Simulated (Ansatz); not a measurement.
C2H6N2, SMILES `C=C(N)N` (charge 0, multiplicity 1).

Z-matrix (Å, degrees):
```
C
C 1 1.3426
H 2 1.0796 1 120.95
H 2 1.0796 3 117.97 1 -175.91
N 1 1.3967 2 123.39 3 -174.73
H 5 1.0078 1 113.43 2 -17.89
H 5 1.0096 6 111.28 1 131.85
N 1 1.3967 2 123.39 3 -1.06
H 8 1.0078 1 113.43 2 17.89
H 8 1.0096 9 111.28 1 -131.85
```
Charge 0, spin multiplicity 1.

Frozen-core energies in 6-31g from Ansatz (an electronic-structure program) at a geometry from B3LYP-D3(BJ)/def2-TZVP; the HF reference has <S^2> = 0.00 and the T1 diagnostic is 0.011.

| level | energy (Ha) |
|---|---|
| HF | -188.01732 |
| MP2 | -188.40937 |
| CCSD | -188.44402 |

Estimate the energies of CCSD(T), CCSDT and CCSDT(Q), and give each level's difference from CCSDT(Q).


```csv
level,energy (Ha),difference from CCSDT(Q) (mHa)
MP2,-188.40937,47.15
CCSD,-188.44402,12.51
CCSD(T),-188.45481,1.72
CCSDT,-188.45537,1.15
CCSDT(Q),-188.45653,0.00
```
